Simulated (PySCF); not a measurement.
# Cd: excitation energy

Cd [Kr] 4d10 5s2 (1S) → Cd [Kr] 4d10 5s1 5p1 (3P), as a difference of total energies. All numbers are calculated (PySCF 2.14, scalar relativity by spin-free X2C-1e, in x2c-QZVPPall with one added diffuse shell each of s, p, d, f, g type (14s9p8d5f3g, 143 functions)). Correlated levels: valence: [Kr] frozen; valence and next inner shell: [Ar] 3d10 frozen. The calculations carry no spin-orbit coupling.

```tsv
method	excitation energy (cm⁻¹)	error (cm⁻¹)
UHF	20108	-11139
LDA	33952	+2706
PBE	31947	+701
PBE0	29617	-1629
r2SCAN	29557	-1689
MP2 (valence)	31322	+76
SCS-MP2 (valence)	31816	+570
MP2 (valence and next inner shell)	32025	+778
SCS-MP2 (valence and next inner shell)	32283	+1036
```

Reference: 31246 cm⁻¹ (measured; NIST levels, between the centres of gravity of the two terms).
